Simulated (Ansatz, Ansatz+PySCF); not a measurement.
```
atom   x (Å)   y (Å)    z (Å)
  Si  0.0000  0.0000  -0.1027
   H  0.0000  0.0000   1.4379
```

Basis set: def2-SVP (spherical functions). Frozen core: 5 orbitals. Correlation on ROHF uses semicanonical orbitals with singles. Charge 0, multiplicity 2.

Computed with Ansatz (development build ahead of 0.2.0); each method stands on the lowest determinant of its kind that the runs found.

The atomization energy at this shape (free ground-state atoms in the same class of orbitals less the molecule, no zero-point energy) of doublet SiH:

```csv
method,atomization energy
ωB97X (unrestricted),73.12 kcal/mol
r²SCAN (unrestricted),71.09 kcal/mol
PBE0 (unrestricted),70.56 kcal/mol
PBE (unrestricted),71.24 kcal/mol
UHF-CCSD(T),67.63 kcal/mol
ROHF-MP2,64.10 kcal/mol
```

(1) What does UHF give?

Answers

(1) 51.12 kcal/mol.
